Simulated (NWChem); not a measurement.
All runs are NWChem calculations. System: CuF, charge 0, spin multiplicity 1, at a geometry optimised with B3LYP/def2-SVP. The structure started from a generated list of species. Level: CCSD(T)/def2-TZVPD, 10 core orbitals frozen.

Input file:

```
start mol
memory heap 100 mb stack 700 mb global 1900 mb
geometry units angstroms nocenter noautoz
  Cu     0.000000     0.000000    -0.414585
  F      0.000000     0.000000     1.335886
  symmetry group C2v
end
basis spherical
  * library def2-tzvpd
end
scf
  rhf
  nopen 0
  maxiter 100
  thresh 1e-7
  semidirect memsize 60000000 filesize 0
end
tce
  freeze core 10
  ccsd(t)
  2eorb
  2emet 13
  thresh 1e-6
  maxiter 100
  tilesize 24
end
task tce energy
```

NWChem printed:

```
             Northwest Computational Chemistry Package (NWChem) 7.3.0
             --------------------------------------------------------

                                NWChem Input Module
                                -------------------

 Scaling coordinates for geometry "geometry" by  1.889725989
 (inverse scale =  0.529177249)

 Turning off AUTOSYM since
 SYMMETRY directive was detected!

                             Geometry "geometry" -> ""
                             -------------------------

 Output coordinates in angstroms (scale by  1.889725989 to convert to a.u.)

  No.       Tag          Charge          X              Y              Z
 ---- ---------------- ---------- -------------- -------------- --------------
    1 Cu                  29.0000     0.00000000     0.00000000    -0.41458500
    2 F                    9.0000     0.00000000     0.00000000     1.33588600

 Effective nuclear repulsion energy (a.u.)      78.9017710027

            Nuclear Dipole moment (a.u.)
            ----------------------------
        X                 Y               Z
 ---------------- ---------------- ----------------
     0.0000000000     0.0000000000     0.0000170075

      Symmetry information
      --------------------

 Group name             C2v
 Group number             16
 Group order               4
 No. of unique centers     2

      Symmetry unique atoms

     1    2


 Summary of "ao basis" -> "" (spherical)
 ------------------------------------------------------------------------------
       Tag                 Description            Shells   Functions and Types
 ---------------- ------------------------------  ------  ---------------------
 *                         def2-tzvpd                 on all atoms

 Summary of "ao basis" -> "ao basis" (spherical)
 ------------------------------------------------------------------------------
       Tag                 Description            Shells   Functions and Types
 ---------------- ------------------------------  ------  ---------------------
 Cu                        def2-tzvpd               16       48   6s5p4d1f
 F                         def2-tzvpd               14       40   6s4p3d1f

                                 NWChem SCF Module
                                 -----------------

  ao basis        = "ao basis"
  functions       =    88
  atoms           =     2
  closed shells   =    19
  open shells     =     0
  charge          =   0.00
  wavefunction    = RHF
  use symmetry    = T
  symmetry adapt  = T

 Summary of "ao basis" -> "ao basis" (spherical)
 ------------------------------------------------------------------------------
       Tag                 Description            Shells   Functions and Types
 ---------------- ------------------------------  ------  ---------------------
 Cu                        def2-tzvpd               16       48   6s5p4d1f
 F                         def2-tzvpd               14       40   6s4p3d1f

      Symmetry analysis of basis
      --------------------------

        a1         39
        a2          9
        b1         20
        b2         20

 Forming initial guess at       0.1s

      Superposition of Atomic Density Guess
      -------------------------------------

 Sum of atomic energies:       -1738.33623068

      Non-variational initial energy
      ------------------------------

 Total energy =   -1737.862919
 1-e energy   =   -2579.787349
 2-e energy   =     763.022659
 HOMO         =      -0.568671
 LUMO         =      -0.209731
[...]
           0.000000000000           0.000000000000           0.000000000000

  Mulliken analysis of the total density
  --------------------------------------

    Atom       Charge   Shell Charges
 -----------   ------   -------------------------------------------------------
    1 Cu  29    28.10   2.00  2.00  1.19  0.80  0.09  0.00  5.99  4.77  1.24  0.06 -0.00  5.54  3.25  1.14  0.04  0.00
    2 F    9     9.90   0.77  1.20  0.59  0.98  0.44  0.03  2.23  2.26  1.29  0.11  0.00  0.00 -0.00  0.00

       Multipole analysis of the density wrt the origin
       ------------------------------------------------

     L   x y z        total         open         nuclear
     -   - - -        -----         ----         -------
     0   0 0 0     -0.000000      0.000000     38.000000

     1   1 0 0     -0.000000      0.000000      0.000000
     1   0 1 0     -0.000000      0.000000      0.000000
     1   0 0 1     -2.495713      0.000000      0.000017

     2   2 0 0    -11.686814      0.000000      0.000000
     2   1 1 0     -0.000000      0.000000      0.000000
     2   1 0 1     -0.000000      0.000000      0.000000
     2   0 2 0    -11.686814      0.000000      0.000000
     2   0 1 1     -0.000000      0.000000      0.000000
     2   0 0 2    -14.893609      0.000000     75.156132

                   NWChem Extensible Many-Electron Theory Module
                   ---------------------------------------------


            General Information
            -------------------
      Number of processors :     1
         Wavefunction type : Restricted Hartree-Fock
          No. of electrons :    38
           Alpha electrons :    19
            Beta electrons :    19
           No. of orbitals :   176
            Alpha orbitals :    88
             Beta orbitals :    88
        Alpha frozen cores :    10
         Beta frozen cores :    10
     Alpha frozen virtuals :     0
      Beta frozen virtuals :     0
         Spin multiplicity : singlet
    Number of AO functions :    88
       Number of AO shells :    30
        Use of symmetry is : on
      Symmetry adaption is : on
         Schwarz screening : 0.10D-09

          Correlation Information
          -----------------------
          Calculation type : Coupled-cluster singles & doubles w/ perturbation
   Perturbative correction : (T)
            Max iterations :      100
        Residual threshold : 0.10D-05
     T(0) DIIS level shift : 0.00D+00
     L(0) DIIS level shift : 0.00D+00
     T(1) DIIS level shift : 0.00D+00
     L(1) DIIS level shift : 0.00D+00
     T(R) DIIS level shift : 0.00D+00
     T(I) DIIS level shift : 0.00D+00
   CC-T/L Amplitude update :  5-th order DIIS
                I/O scheme : Global Array Library
        L-threshold :  0.10D-05
        EOM-threshold :  0.10D-05
 no EOMCCSD initial starts read in
 TCE RESTART OPTIONS
 SLICE:      F
 D4D5:       F
 quantumc:   F
 qrotation:  F
 pwtce:      F
 qducc:      F
 nacto:                         0
 nrotv:                         0
 nrot:                          0

            Memory Information
            ------------------
          Available GA space size is     249029056 doubles
          Available MA space size is     104848668 doubles

 Maximum block size supplied by input
 Maximum block size        24 doubles

 tile_dim =     16

 -------------------------------------------------

 Global array virtual files algorithm will be used

 Parallel file system coherency ......... OK

 4-electron integrals stored in orbital form

 v2    file size   =          2089802
 4-index algorithm nr.  13 is used
 imaxsize =       30
 imaxsize ichop =        0


CCSD iterations
 ---------------------------------------------------------
 Iter          Residuum       Correlation     Cpu    Wall
 ---------------------------------------------------------
    1   0.3112279234853  -0.6829524924309     0.3     0.3
    2   0.0864950663979  -0.6045277980243     0.3     0.3
    3   0.0431547268703  -0.6334551892406     0.3     0.3
    4   0.0321682921588  -0.6219852464061     0.3     0.3
    5   0.0220697069038  -0.6296811687417     0.3     0.3
    6   0.0065951705267  -0.6270021493581     0.3     0.3
    7   0.0066529034911  -0.6268998358051     0.3     0.3
    8   0.0046000972359  -0.6271575596826     0.3     0.3
    9   0.0048759589824  -0.6270277018586     0.3     0.3
   10   0.0034239786810  -0.6272786020234     0.3     0.3
   11   0.0009201651251  -0.6275808604765     0.3     0.3
   12   0.0004797715463  -0.6275648840233     0.3     0.3
   13   0.0003182469874  -0.6275415739519     0.3     0.3
   14   0.0002137833130  -0.6275488413406     0.3     0.3
   15   0.0001706490917  -0.6275377224707     0.3     0.3
   16   0.0001040747594  -0.6275374499985     0.3     0.3
   17   0.0000758667444  -0.6275393253825     0.3     0.3
   18   0.0000707652330  -0.6275401085494     0.3     0.3
   19   0.0000571744351  -0.6275414210239     0.3     0.3
   20   0.0000519539704  -0.6275420165354     0.3     0.3
   21   0.0000103256067  -0.6275472275442     0.3     0.3
   22   0.0000055783834  -0.6275470090397     0.3     0.3
   23   0.0000040616400  -0.6275469276531     0.3     0.3
   24   0.0000025340285  -0.6275469766428     0.3     0.3
   25   0.0000023910561  -0.6275468942478     0.3     0.3
   26   0.0000011844957  -0.6275469312929     0.3     0.3
   27   0.0000011377113  -0.6275469224595     0.3     0.3
   28   0.0000008028699  -0.6275469612415     0.3     0.3
 -----------------------------------------------------------------
 Iterations converged
 CCSD correlation energy / hartree =        -0.627546961241542
 CCSD total energy / hartree       =     -1739.045066156476651

 Singles contributions
    20a1  (alpha) ---    19a1  (alpha)       -0.1137616944

 Doubles contributions
 CCSD(T)
 Using plain CCSD(T) code
             total no. of tasks          925
 total no. of tasks / no. procs          925
                         wl_min          512           2.8
                         wl_max       245760           7.9
        thresh for no. of tasks          925

 CCSD[T]  correction energy / hartree =        -0.029346971508946
 CCSD[T] correlation energy / hartree =        -0.656893932750488
 CCSD[T] total energy / hartree       =     -1739.074413127985508
 CCSD(T)  correction energy / hartree =        -0.020502762172939
 CCSD(T) correlation energy / hartree =        -0.648049723414481
 CCSD(T) total energy / hartree       =     -1739.065568918649660

 Task  times  cpu:       19.6s     wall:       19.6s

 Total times  cpu:       19.6s     wall:       19.6s
```
